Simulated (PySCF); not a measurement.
Computed shifts of a molecule C2H7AlFN, PBE/pcSseg-1 in PySCF, GIAO, gas phase, atoms alike by connectivity averaged where their shifts nearly agree, in ppm (number of nuclei): ¹⁹F: -194.0 (1). ¹³C: 12.8 (1), 0.2 (1). ¹H: 1.38 (3), 1.21 (1), 1.04 (1), 0.72 (2). ¹⁵N: 30.4 (1). References: ¹⁹F against CFCl3 (σ = 133.6 ppm); ¹³C against TMS (σ = 182.0 ppm); ¹H against TMS (σ = 31.49 ppm); ¹⁵N against NH3 (σ = 267.0 ppm), references at their B3LYP-D3(BJ)/def2-TZVP geometries, non-relativistic. Coordinates come from a B3LYP-D3(BJ)/def2-SVP optimisation. The values are those of a single conformer.

### Question
Pick the molecule that these values belong to.
(A) C[N](C)[AlH][F]
(B) C[CH2][Al]([NH2])[F]
(C) C[NH][Al]([CH3])[F]

### Answer
B, C[CH2][Al]([NH2])[F]
